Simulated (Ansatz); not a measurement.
H6Si3, SMILES `[SiH2]1[SiH2][SiH2]1` (charge 0, multiplicity 1).

These are B3LYP/cc-pVTZ // B3LYP-D3(BJ)/def2-TZVP in Ansatz (a program for electronic structure) values and carry that method's errors.

Ansatz 0.2 input:
```yaml
crystal:
  periodic: [false, false, false]
  atoms:
    - { symbol: Si, position_ang: [-0.814515, -1.071621, 0.095369] }
    - { symbol: Si, position_ang: [-0.519855, 1.245266, 0.005711] }
    - { symbol: Si, position_ang: [1.334394, -0.173612, -0.101082] }
    - { symbol: H, position_ang: [-1.406724, -1.757513, -1.074231] }
    - { symbol: H, position_ang: [-1.211622, -1.687329, 1.380799] }
    - { symbol: H, position_ang: [-0.93314, 1.96639, -1.218339] }
    - { symbol: H, position_ang: [-0.738032, 2.036579, 1.236705] }
    - { symbol: H, position_ang: [2.242299, -0.243982, 1.065057] }
    - { symbol: H, position_ang: [2.047196, -0.314173, -1.389988] }
basis:
  gaussian: { orbitals: cc-pVTZ }
hamiltonian:
  xc: b3lyp
```

Output:

```
Functional definition: B3LYP
1212 factors; their error is unknown
mean field evaluation 1: about -23731.0328 eV, gradient 1.5e1 eV
mean field evaluation 2: about -23731.5065 eV, gradient 1.1e1 eV
mean field evaluation 4: about -23731.9335 eV, gradient 2.1e-1 eV
mean field evaluation 8: about -23731.9925 eV, gradient 1.9e-1 eV
mean field -23731.99255305 eV, -872.1346402024 hartree, gradient 2.0e-5 eV, S^2 0.000000; 0 other end points of the search recorded, 0 dependent functions left out
reference -23731.99283698 eV, -872.1346506366 hartree; 24, 24 occupied and 162, 162 virtual orbitals, 1212 factors
Total energy: -23731.99283698 eV, -872.1346506366 hartree
```
